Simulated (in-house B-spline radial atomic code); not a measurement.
A fraction x of an electron is removed from 2p in Cl4+, starting from [Ne] 3s2 3p1 and keeping the highest spin. Computed with an all-electron radial atomic-structure program (B-spline basis): non-relativistic PBEsol, spin-polarised, spherical fractional occupations, point nucleus.

```csv
x,E(x) - E(0) (eV),2p down level (eV)
0,0.0000,-255.075
0.08,20.5491,-258.655
0.25,65.1705,-266.315
0.33,86.6208,-269.944
0.46,122.0986,-275.874
0.5,133.1702,-277.707
0.53,141.5220,-279.084
0.68,?,?
0.84,230.2556,-293.426
0.99,?,?
1,277.8017,-300.908
```

(1) What belongs in the row x = 0.68?

(2) What belongs in the row x = 0.99?

(3) Check Janak's theorem between x = 0.08 and 0.25.

## Answers

(1) An energy change of 183.9025 eV; 2p down at -285.998 eV.

(2) An energy change of 274.7949 eV; 2p down at -300.439 eV.

(3) The slope of the energy is 262.48 eV; the orbital levels give 262.49 eV (-ε of the emptying orbital, averaged over the two points).
